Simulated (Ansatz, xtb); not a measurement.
## Two conformers of FGeHO

Structure X is `[OH][Ge][F]`, a singlet and structure Y is `[OH][Ge][F]`, a singlet. Both are isolated molecules in the gas phase, relaxed with r2SCAN-D4/def2-SVP.

X (Å):

```tsv
atom	x (Å)	y (Å)	z (Å)
F	-0.2711	-0.8886	0.3750
Ge	-1.3976	-1.7293	1.4205
O	-2.4847	-2.2267	0.0971
H	-3.2455	-2.7410	0.4046
```

Y (Å):

```xyz
4

F     0.7065   -0.0437    1.8681
Ge   -0.2580   -0.5375    0.4699
O     0.5978    0.4701   -0.7185
H     1.3157    0.9878   -0.3178
```

Energies in hartree; the thermal terms are from r2SCAN-D4/def2-SVP harmonic frequencies (ideal gas, rigid rotor, one conformer each, 298.15 K, 1 atm) and include the zero-point energy:

```
                                 X            Y
E, CCSD(T)/def2-TZVPP  −2251.145693  −2251.148988
    zero-point energy      0.015363      0.015306
         H(298 K) − E      0.020158      0.020097
         G(298 K) − E     −0.011644     −0.011730
```

**Question.** Work out ΔE, ΔE₀, ΔH and ΔG for X → Y in kJ/mol (1 Eh = 2625.50 kJ/mol) and the equilibrium ratio [Y]/[X].

**Answer.** 1. ΔE = −2251.148988 − (−2251.145693) = −0.003295 Eh = −8.65 kJ/mol.
2. ΔE₀ = ΔE + ΔZPE = −0.003295 + (−0.000057) Eh = −8.80 kJ/mol.
3. ΔH = ΔE + (−0.000061) Eh = −8.81 kJ/mol.
4. ΔG = ΔE + (−0.000086) Eh = −8.88 kJ/mol, so ΔS = (ΔH − ΔG)/T = +0.2 J/(mol K).
5. kT = 0.9442 mEh, so K = [Y]/[X] = exp(−ΔG/kT) = exp(+3.58) ≈ 36.

Structure Y is favoured at this temperature. An error of 4 kJ/mol in ΔG would change K by a factor of 5. Mirror images and further conformers aren't counted.

Other levels gave ΔE = −9.8 (r2SCAN-D4/def2-SVP); −10.2 (HF/def2-TZVPP); −8.7 (MP2/def2-TZVPP) kJ/mol. The correlated steps freeze 11 core orbitals; the filled d shell of Ge is correlated, in a basis made for valence electrons. Programs: Ansatz 0.2.0.
